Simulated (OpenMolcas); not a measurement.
Re3+ among 5 point charges of -2 e arranged as a square pyramid (C4v), 2.06 Å from the ion, with the axial distance 1.772 Å. The active orbitals were held to one l.
```
   2.0600    0.0000    0.0000  -2.00
   0.0000    2.0600    0.0000  -2.00
  -2.0600    0.0000    0.0000  -2.00
   0.0000   -2.0600    0.0000  -2.00
   0.0000    0.0000    1.7716  -2.00
```

```
Program             : OpenMolcas 26.06
Method              : CASSCF
Basis               : ANO-RCC-VTZP [8s7p5d3f2g1h]
Scalar Hamiltonian  : DKH2, point nucleus
Active space        : 4 electrons in 5 orbitals (5d)
State averaging     : 2S+1 = 5 even, 5 roots; 2S+1 = 3 even, 45 roots; 2S+1 = 1 even, 50 roots
Spin-orbit coupling : state interaction with AMFI integrals over the reference wave functions
```

**Question.** What is the spin-free ground state?

**Answer.** A state of multiplicity 5, 1-fold in its orbital part, 100 % from free-ion D terms; it has the highest spin that d4 allows.

**Question.** Where is the first state of the same spin?

**Answer.** A 1-fold state lies at 5660 cm-1 above the ground state.

**Question.** What are the lowest two levels with spin-orbit coupling?

**Answer.** A 1-fold level, then a 1-fold level 1432 cm-1 above it. Their leading multiplicities are 5 (59 %) and 5 (76 %).

**Question.** What is χT at 300 K?

**Answer.** 0.33 cm3 K/mol.

Spin-orbit coupling mixes the spin-free states strongly: the lowest level takes only 48 % from its leading state, 2S+1 = 5. Without dynamic correlation the repulsion within the d shell is too large (B by tens of per cent), so at a given field states of lower spin stand too high. This shell can be high or low spin here, a state of another spin lies low, and with metal d orbitals alone active their balance is uncertain, so the ground spin may be wrong. Point charges give a weaker field than real ligands, and real ions of this kind are as a rule low spin; the high spin found here belongs to the model. Point charges carry no covalency, so the field is a model and not that of real ligands. An unlabelled pair can be two single states that coincide in this model. No measured value stands beside these numbers.
